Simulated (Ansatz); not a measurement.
Input for Ansatz (a first-principles code): R-PBE/def2-TZVPPD on C2H10OSi (a complex), monomers drawn apart or pushed together. Files ending in .json are basis or fitting sets from the Basis Set Exchange.

Ansatz 0.2 input:
```yaml
crystal:
  periodic: [false, false, false]
  atoms:
    - {symbol: C, position_ang: [0.33690447, -0.27052916, -0.27642208]}
    - {symbol: O, position_ang: [0.52992809, 0.78422274, 0.65793276]}
    - {symbol: H, position_ang: [-0.21442391, -1.10856820, 0.16176226]}
    - {symbol: H, position_ang: [1.32677896, -0.62096859, -0.56477889]}
    - {symbol: H, position_ang: [-0.18588020, 0.07090175, -1.17587299]}
    - {symbol: H, position_ang: [-0.33089921, 1.10811658, 0.94282948]}
    - {symbol: C, position_ang: [1.11488961, 0.08374678, 6.62318808]}
    - {symbol: Si, position_ang: [-0.60484008, -0.56832888, 6.28091510]}
    - {symbol: H, position_ang: [1.58312261, 0.38997799, 5.68743314]}
    - {symbol: H, position_ang: [1.73467062, -0.68395937, 7.09029872]}
    - {symbol: H, position_ang: [1.08025295, 0.94375771, 7.29453989]}
    - {symbol: H, position_ang: [-1.45810117, 0.47408318, 5.65044614]}
    - {symbol: H, position_ang: [-1.27876035, -0.98142044, 7.53793432]}
    - {symbol: H, position_ang: [-0.57346141, -1.74163356, 5.37505498]}
basis:
  gaussian:
    orbitals: def2-TZVPPD.json
hamiltonian:
  xc: {name: PBE}
scf: {lower_state_search: off}
```

Program output:

```
Functional definition: PBE
[...]
these checks for a lower state are left out or cut short: stability, starts, cluster_reference, orbital_swaps, neighbouring_geometries, increment
integrals: 0.25 GiB planned
1427 factors; their error is unknown
mean field: 1.80 GiB planned
mean field evaluation 1: about -12138.4496 eV, gradient 8.4e1 eV
mean field evaluation 2: about -12104.2413 eV, gradient 1.4e2 eV
mean field evaluation 4: about -12153.4943 eV, gradient 1.3e1 eV
mean field evaluation 8: about -12153.8291 eV, gradient 3.5e-1 eV
mean field evaluation 16: about -12153.7825 eV, gradient 2.5e-4 eV
mean field -12153.78249396 eV, -446.6432685233 hartree, gradient 4.4e-6 eV, S^2 0.000000; 0 other end points of the search recorded, 0 dependent functions left out
reference -12153.78256371 eV, -446.6432710868 hartree; 22, 22 occupied and 310, 310 virtual orbitals, 1427 factors
Total energy: -12153.78256371 eV, -446.6432710868 hartree
Checks for a lower state left out: stability, starts, cluster_reference, orbital_swaps, neighbouring_geometries, increment
```

The run converged.

Cost: about 4 core-seconds (a rough figure).
